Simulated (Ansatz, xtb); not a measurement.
Two isomers of C4H5F4N

We compare a, `[H]/N=C(/CF)CC(F)(F)F`, a singlet, with b, `C=N[C@H](CF)C(F)(F)F`, a singlet. Both are isolated molecules in the gas phase, relaxed with PBE-D3(BJ)/def2-SVP; the shapes shown needn't be the lowest conformers.

a (Å):

```csv
atom,x (Å),y (Å),z (Å)
C,-0.4544,1.6606,-0.7118
C,-0.4339,3.1331,-0.3520
C,-0.6046,0.6952,0.4556
C,-2.0540,0.3048,0.6915
F,0.2549,3.3543,0.8330
F,-2.5697,-0.3497,-0.3781
F,-2.1754,-0.5079,1.7633
F,-2.8311,1.3946,0.9118
N,-0.4148,1.3446,-1.9516
H,-0.5192,0.3200,-2.0646
H,-1.4837,3.4823,-0.2175
H,0.0341,3.7041,-1.1803
H,-0.0365,-0.2360,0.2637
H,-0.2187,1.1553,1.3850
```

b (Å):

```json
{"atom": "C", "x (Å)": "1.0393", "y (Å)": "-0.3033", "z (Å)": "-1.8047"}
{"atom": "C", "x (Å)": "0.0728", "y (Å)": "0.6205", "z (Å)": "0.0968"}
{"atom": "C", "x (Å)": "-1.2889", "y (Å)": "-0.0271", "z (Å)": "0.3795"}
{"atom": "C", "x (Å)": "0.1124", "y (Å)": "2.0557", "z (Å)": "0.6310"}
{"atom": "F", "x (Å)": "-1.2217", "y (Å)": "-1.3675", "z (Å)": "0.0512"}
{"atom": "F", "x (Å)": "1.2822", "y (Å)": "2.6530", "z (Å)": "0.3333"}
{"atom": "F", "x (Å)": "-0.0195", "y (Å)": "2.0529", "z (Å)": "1.9831"}
{"atom": "F", "x (Å)": "-0.8855", "y (Å)": "2.8120", "z (Å)": "0.1272"}
{"atom": "N", "x (Å)": "0.3086", "y (Å)": "0.6262", "z (Å)": "-1.3289"}
{"atom": "H", "x (Å)": "1.2014", "y (Å)": "-0.3537", "z (Å)": "-2.8992"}
{"atom": "H", "x (Å)": "1.5374", "y (Å)": "-1.0834", "z (Å)": "-1.1794"}
{"atom": "H", "x (Å)": "0.8426", "y (Å)": "0.0493", "z (Å)": "0.6733"}
{"atom": "H", "x (Å)": "-2.0705", "y (Å)": "0.4656", "z (Å)": "-0.2366"}
{"atom": "H", "x (Å)": "-1.5398", "y (Å)": "0.0777", "z (Å)": "1.4566"}
```

Quicker runs give these differences E(b) − E(a): GFN2-xTB +21.7 kJ/mol; HF/STO-3G +24.4 kJ/mol (at GFN2-xTB geometries); r2SCAN-D4/def2-SVP +43.8 kJ/mol (at GFN2-xTB geometries).

Estimate E(b) − E(a) at the level CCSD(T)/def2-SVP + ΔMP2/def2-TZVPP.

Calculated at CCSD(T)/def2-SVP + ΔMP2/def2-TZVPP: E(b) − E(a) = +38.2 kJ/mol, so structure a lies lower.

Level by level:

```
                             level             geometry  E(b) − E(a) (kJ/mol)  departure from the last row (kJ/mol)  job, with rough time for the two
                          GFN2-xTB             GFN2-xTB                   +21.7                                 −16.5              optimisation, 0.22 s
                         HF/STO-3G             GFN2-xTB                   +24.4                                 −13.8              single point, 0.68 s
                r2SCAN-D4/def2-SVP             GFN2-xTB                   +43.8                                  +5.5               single point, 7.8 s
               PBE-D3(BJ)/def2-SVP  PBE-D3(BJ)/def2-SVP                   +40.7                                  +2.4                optimisation, 65 s
                       HF/def2-SVP  PBE-D3(BJ)/def2-SVP                   +36.7                                  −1.5           part of the CCSD(T) run
                      MP2/def2-SVP  PBE-D3(BJ)/def2-SVP                   +38.2                                  −0.1           part of the CCSD(T) run
                  CCSD(T)/def2-SVP  PBE-D3(BJ)/def2-SVP                   +35.4                                  −2.8                      single point
CCSD(T)/def2-SVP + ΔMP2/def2-TZVPP  PBE-D3(BJ)/def2-SVP                   +38.2                                                   single point, 5.4 min
```

As drawn, b has 1 C–N, 1 C–H in place of 1 N–H, 1 C–C.

None of the levels shown reverses the order. The largest departure from CCSD(T)/def2-SVP + ΔMP2/def2-TZVPP is that of GFN2-xTB, 16.5 kJ/mol. The last row adds to CCSD(T) the change of the MP2 difference between the two basis sets, here +2.8 kJ/mol.

With thermal terms from frequencies at re-optimised GFN2-xTB minima (ideal gas, soft modes damped towards free rotors, one conformer each, 298.15 K, 1 atm): the zero-point term adds −2.8 kJ/mol; ΔH is +35.8 and ΔG +35.1 kJ/mol.

The correlated steps freeze 9 core orbitals. Mirror images aren't counted in ΔG. Codes used: Ansatz 0.2.0, xtb 6.7.1; the last row on 2 threads of Arm Neoverse V2 on a shared host.
